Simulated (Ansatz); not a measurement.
Mo(OSiH3)4 (Si₄MoO₄H₁₂), relaxed as a triplet with UKS PBE-D4/def2-SVP in Ansatz, starting from the GFN2-xTB geometry. Force threshold 0.03 eV/Å.

In the def2 sets Mo takes a core potential; there is no spin–orbit coupling. The relaxation made no stability test and no search for a lower SCF solution.

Start:

| atom | x (Å) | y (Å) | z (Å) |
| --- | --- | --- | --- |
| Mo1 | 0.365 | 0.286 | 0.218 |
| O2 | -0.521 | 1.280 | -1.169 |
| Si3 | -1.185 | 1.891 | -2.479 |
| H4 | -0.148 | 2.011 | -3.519 |
| H5 | -1.741 | 3.208 | -2.132 |
| H6 | -2.261 | 0.987 | -2.942 |
| O7 | 1.184 | -0.848 | 1.613 |
| Si8 | 0.529 | -2.250 | 1.959 |
| H9 | 1.488 | -3.331 | 1.704 |
| H10 | -0.679 | -2.419 | 1.032 |
| H11 | 0.075 | -2.262 | 3.355 |
| O12 | -0.678 | 0.982 | 1.419 |
| Si13 | -1.718 | 1.531 | 2.532 |
| H14 | -2.515 | 2.589 | 1.893 |
| H15 | -0.911 | 2.052 | 3.645 |
| H16 | -2.548 | 0.380 | 2.929 |
| O17 | 1.392 | -0.471 | -0.960 |
| Si18 | 2.292 | -1.250 | -2.058 |
| H19 | 2.672 | -0.263 | -3.081 |
| H20 | 1.438 | -2.319 | -2.603 |
| H21 | 3.470 | -1.783 | -1.357 |

Task: Estimate the energy that the relaxation releases and the steps that it takes.

Result: 46.9 kcal/mol, in 63 steps; 6.2 min on 4 threads of Arm Neoverse V1 on a shared host. The force fell under the threshold at step 42, but the optimiser went on and released 0.017 eV more. No frequencies were taken in this run, so the end may be a saddle point.

Task: Does the start keep its bonding?

Result: By distances, no bond broke or formed. The bond that changes most is Mo1–Si8, from 3.08 to 3.31 Å (atoms count from 1).

Task: Predict the relaxed structure.

Result: 
```xyz
21

Mo    0.0427    0.8739    0.7559
O     0.4744    2.3093   -0.4076
Si    0.9618    2.3684   -2.0423
H     2.3262    1.7619   -2.2076
H     1.0160    3.8253   -2.4051
H    -0.0297    1.6761   -2.9382
O     1.3231    0.1137    1.9333
Si    2.3846   -1.2150    1.8046
H     3.4542   -0.9322    0.7877
H     1.6479   -2.4763    1.4375
H     3.0084   -1.3870    3.1603
O    -1.7024    0.9270    1.4455
Si   -3.2782    0.2964    1.4457
H    -4.2336    1.3972    1.0856
H    -3.5835   -0.2240    2.8205
H    -3.3658   -0.8188    0.4386
O     0.5409   -0.3908   -0.6366
Si   -0.1046   -1.7204   -1.4338
H    -1.1703   -1.2927   -2.4131
H    -0.7243   -2.6894   -0.4548
H     1.0122   -2.4025   -2.1761
```
Bond lengths: 4 × Mo–O 1.88 to 1.95 Å; 4 × O–Si 1.68 to 1.71 Å; 12 × H–Si 1.50 to 1.51 Å.
